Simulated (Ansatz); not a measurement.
Stepwise reaction of `[NH2][GaH][SiH2][SiH3]` with hydrogen, as a gas-phase model of exchange steps in deposition or etching. ΔE in kJ/mol.

Computed with Ansatz on PBE0-D4/def2-TZVP structures; ΔE is electronic, products minus reactants. CCSD(T)/CBS is the MP2 limit (def2-TZVPP, def2-QZVPP) plus CCSD(T) − MP2 in def2-TZVPP, frozen cores. This one scheme is used for every species. Functionals use def2-TZVPP. B3LYP here is the variant with VWN-RPA as its local correlation; programs differ in this. For Ga outer-core shells are correlated without core-valence functions, which leaves a few kJ/mol of doubt a bond. Scalar relativity is left out up to krypton. One conformer a species, not always the lowest.

```
step                                                   reaction  PBE-D4  B3LYP-D4  ωB97M-V  CCSD(T)/CBS
   1  `[NH2][GaH][SiH2][SiH3]` + H₂ → `[NH2][GaH][SiH3]` + SiH₄     4.0     -11.1    -15.7         -9.4
```

(1) Give the row of step 2, `[NH2][GaH][SiH3]` + H₂ → `[NH2][GaH2]` + SiH₄. (Best estimate.)

(2) By hand: ΔE of the 2 steps together at CCSD(T)/CBS.

Results:

(1) Ansatz gave: 
```csv
step,reaction,PBE-D4,B3LYP-D4,ωB97M-V,CCSD(T)/CBS
2,`[NH2][GaH][SiH3]` + H₂ → `[NH2][GaH2]` + SiH₄,11.6,-0.6,-5.0,1.7
```

(2) (-9.4) + (1.7) = -7.7 kJ/mol, or -3.9 kJ/mol a step.

In ΔE each step is higher than the one before. PBE-D4 differs from CCSD(T)/CBS by 9.9 to 13.4 kJ/mol a step. Isolated molecules leave out the surface, adducts and barriers. Largest T1 diagnostic: 0.015.
